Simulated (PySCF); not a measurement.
**Dipole response of Hf⁺ (hafnium, charge +1)**

[Xe] 4f14 5d1 6s2, 2D determinant. Calculation: PySCF 2.14, in def2-QZVPPD with the def2 core potential (60 electrons); scalar relativity through the core potential. Coupled (time-dependent) response in atomic units; α is the mean over directions.

```tsv
method	mean α (bohr³)	α xx, yy, zz	C₆ (like pair)	S(−4)
PBE	51.72	50.84, 50.84, 53.49	493.2	1122
PBE0	53.94	52.83, 52.83, 56.14	519.4	1242
```

S(−4) is the Cauchy moment in α(ω) = α(0) + S(−4) ω² + …

Spin-orbit coupling is absent.

α(iu) at PBE0:

```tsv
u (hartree)	α(iu) (bohr³)
0	53.94
0.0500	51.03
0.100	44.19
0.200	29.87
0.300	20.48
0.500	11.50
0.750	7.046
1.00	4.939
1.50	2.915
2.00	1.936
3.00	1.022
5.00	0.4165
```

A single London oscillator, α(iu) = α/(1 + u²/ω²), gives C₆ = (3/4) ω α². Matching the computed C₆ needs ω = 4 × 519.4 / (3 × 53.94²) = 0.238 hartree.

For an ion, C₆ is the dispersion term alone; charge-induced terms of lower order in 1/R come first.

The components differ because the open shell of this determinant is not spherical; for a pure term their mean is the scalar polarisability.

⟨L²⟩ = 8.39 against 6 for a pure D term, so this real determinant mixes terms. Energies and moments cover only the electrons outside the core potential. Spin-orbit coupling, absent here, splits the open shell strongly. ⟨S²⟩ = 1.36 against 0.75 shows spin contamination. The s, p, d and f populations moved away from the nominal configuration during the SCF.
